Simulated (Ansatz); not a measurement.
Basis sets compared for Ge(GeH3)2H2 (Ge₃H₈). The state is a singlet with charge 0. Geometry r2SCAN-D4/def2-SVP. Ansatz on 4 threads of Arm Neoverse V1 on a shared host; times are rough, and most runs start from earlier orbitals.

Cartesian coordinates in Å:
```
Ge -0.224 -0.766 0.601
Ge 1.129 1.130 1.246
H 2.396 1.196 0.377
H 1.550 1.030 2.721
H 0.338 2.433 1.049
Ge -0.961 -0.564 -1.692
H 0.252 -0.528 -2.637
H -1.757 0.739 -1.876
H -1.858 -1.747 -2.089
H -1.451 -0.860 1.528
H 0.588 -2.063 0.772
```

Binding counts from free atoms (Ge triplet, H doublet) in the same basis, without a counterpoise term.

```csv
level,functions,energy (Eh),HOMO (eV),LUMO (eV),binding per atom (eV),wall time
HF/STO-3G,62,-6159.9951,-8.17,9.98,3.35,0.3 s
PBE-D4/def2-SVP,136,-6234.0702,-6.79,-0.67,2.62,1.5 s
PBE0-D4/def2-SVP,136,-6234.2492,-7.85,0.14,2.63,2.5 s
```

Question: Estimate the rows for HF/def2-TZVP, PBE-D4/def2-TZVP, PBE0-D4/def2-TZVP (with forces).

Answer: 
| level | functions | energy (Eh) | HOMO (eV) | LUMO (eV) | binding per atom (eV) | wall time |
| --- | --- | --- | --- | --- | --- | --- |
| HF/def2-TZVP | 192 | -6230.7593 | -10.15 | 3.10 | 1.97 | 2.9 s |
| PBE-D4/def2-TZVP | 192 | -6234.8609 | -6.82 | -0.85 | 2.62 | 2.5 s |
| PBE0-D4/def2-TZVP (with forces) | 192 | -6235.0353 | -7.85 | -0.03 | 2.63 | 6 s |
